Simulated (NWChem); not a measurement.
System meant: GeH$_{4}$S$_{2}$; SMILES [SH][GeH2][SH]

The following NWChem deck was run.

```
start job
memory heap 200 mb stack 900 mb global 1100 mb
geometry units angstroms noautosym nocenter noautoz
  Ge     0.000000     0.000000    -0.596453
  S      1.848593     0.047948     0.643658
  S     -1.848593    -0.047948     0.643658
  H      0.086543     1.272740    -1.452677
  H     -0.086543    -1.272740    -1.452677
  H      1.560084    -1.096781     1.300677
  H     -1.560084     1.096781     1.300677
end
basis spherical
  Ge library def2-svp
  S library def2-svp
  H library def2-svp
end
dft
  xc m06-l
  iterations 150
end
property
  shielding 4 1 2 4 6
end
task dft property
```

End of the output:

```
 Vector   37  Occ=0.000000D+00  E= 1.895311D-02
              MO Center= -3.6D-07,  6.4D-08,  8.0D-01, r^2= 5.4D+00
   Bfn.  Coefficient  Atom+Function         Bfn.  Coefficient  Atom+Function
  ----- ------------  ---------------      ----- ------------  ---------------
    80      0.711074  6 H  s                 85      0.711074  7 H  s
    36     -0.612762  2 S  s                 54     -0.612762  3 S  s
    17      0.534523  1 Ge pz                44      0.416928  2 S  py
    62     -0.416929  3 S  py                43      0.337855  2 S  px
    61     -0.337855  3 S  px                 5      0.314809  1 Ge s

 center of mass
 --------------
 x =   0.00000000 y =   0.00000000 z =  -0.04313771

 moments of inertia (a.u.)
 ------------------
         236.462839046139          -8.716512290504           0.000000000000
          -8.716512290504        1013.527123591189           0.000000000000
           0.000000000000           0.000000000000         818.751292011478

     Multipole analysis of the density
     ---------------------------------

     L   x y z        total         alpha         beta         nuclear
     -   - - -        -----         -----         ----         -------
     0   0 0 0     -0.000000    -34.000000    -34.000000     68.000000

     1   1 0 0      0.000000      0.000000      0.000000      0.000000
     1   0 1 0      0.000000      0.000000      0.000000      0.000000
     1   0 0 1     -0.112514     -1.196291     -1.196291      2.280068

     2   2 0 0    -38.427043   -223.185891   -223.185891    407.944739
     2   1 1 0     -1.929394     -0.312112     -0.312112     -1.305169
     2   1 0 1      0.000000      0.000000      0.000000      0.000000
     2   0 2 0    -32.202183    -26.312835    -26.312835     20.423487
     2   0 1 1      0.000000      0.000000      0.000000      0.000000
     2   0 0 2    -32.773510    -73.962525    -73.962525    115.151540

          -----------------------------------------
          Chemical Shielding Tensors (GIAO, in ppm)
          -----------------------------------------

 ------------------------------------------------------------------------
  xm06: d2 not coded                    0
 ------------------------------------------------------------------------
 ------------------------------------------------------------------------
  current input line :
    24: task dft property
 ------------------------------------------------------------------------
 ------------------------------------------------------------------------
 This error has not yet been assigned to a category
 ------------------------------------------------------------------------
 For more information see the NWChem manual at https://nwchemgit.github.io

0: xm06: d2 not coded:Received an Error in Communication
```

Problem. Find the fault in this run and fix the input.

Solution. The run crashed. Cause: this functional's second derivatives, which shieldings need, aren't coded here; the fix takes a hybrid GGA instead. This input runs:
```
start job
memory heap 200 mb stack 900 mb global 1100 mb
geometry units angstroms noautosym nocenter noautoz
  Ge     0.000000     0.000000    -0.596453
  S      1.848593     0.047948     0.643658
  S     -1.848593    -0.047948     0.643658
  H      0.086543     1.272740    -1.452677
  H     -0.086543    -1.272740    -1.452677
  H      1.560084    -1.096781     1.300677
  H     -1.560084     1.096781     1.300677
end
basis spherical
  Ge library def2-svp
  S library def2-svp
  H library def2-svp
end
dft
  xc pbe0
  iterations 150
end
property
  shielding 4 1 2 4 6
end
task dft property
```
It converges to -2874.78360 Ha (PBE0/def2-SVP, GIAO).
